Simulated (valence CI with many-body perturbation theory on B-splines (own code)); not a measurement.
## Sensitivity of CI+MBPT for N II

Calculated by configuration interaction combined with many-body perturbation theory (CI+MBPT): four valence electrons over a frozen Dirac-Fock core [He], a basis of 6 s, 6 p, 5 d, 3 f, 1 g functions for each j, with the one-electron correlation potential Σ1 (screened to all orders), the two-electron term Σ2, the three-electron term Σ3, Breit, model QED; selected single and double excitations, second order for the rest, scaled by the run's own slope (own B-spline code, finite nucleus).

Against 26 measured levels this calculation errs by 170 cm⁻¹ on average and by 593 at most. Among the levels kept, up to 340 cm⁻¹ of a level comes from second order outside the variational space, and about a tenth of that is noise between levels of different J, which matters for small intervals.

The reference run has the lowest level 2s2 2p2 3P_0 and an ionisation energy of 29.5743 eV. Its largest variational space holds 10432 state functions.

Reference levels: 2s2 2p2 3P_1 44.3, 2s2 2p2 3P_2 126, 2s2 2p2 1D_2 15536, 2s2 2p2 1S_0 33041, 2s 2p3 5S°_2 46435, 2s 2p3 3D°_3 92315, 2s 2p3 3D°_2 92330, 2s 2p3 3D°_1 92333, 2s 2p3 3P°_1 109434, 2s 2p3 3P°_2 109434, 2s 2p3 3P°_0 109443, 2s 2p3 1D°_2 144605 cm⁻¹.

**Question.** Rank these changes by the mean size of the shift of these levels, smallest first.
A. Breit term on → off; QED terms on → off
B. cutoff of virtual states (hartree) 300 → 30; scale of Σ1 1 → 0
C. size limit of the variational space 10000 → 6000

**Answer.** C (2 cm⁻¹), A (35 cm⁻¹), B (220 cm⁻¹).
